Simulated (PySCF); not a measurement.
## Removing the step error of a finite difference

System: CH7AlSi (SMILES [CH3][AlH][SiH3]), singlet, at a GFN2-xTB geometry (such geometries of metal compounds can be far from the true shape). Level: PBE/6-31G*, polarisability (PySCF). Sums are taken with unrounded values, so a last digit can differ.

Second differences of the energy in a field along z gave a polarisability along z of 62.728 bohr³ at step 0.005 and 63.025 bohr³ at step 0.02 (atomic units).

Extrapolate to zero step.

The leading error of a symmetric difference goes as h², so A(h) = A0 + c h². Then c = (63.025 - (62.728))/(0.02² - 0.005²) = 791 (atomic units) and A0 = 62.728 - c × 0.005² = 62.708 bohr³. The analytic value from the same program and level is 62.708 bohr³: the smaller step missed it by 0.019, the extrapolation by 0.000.
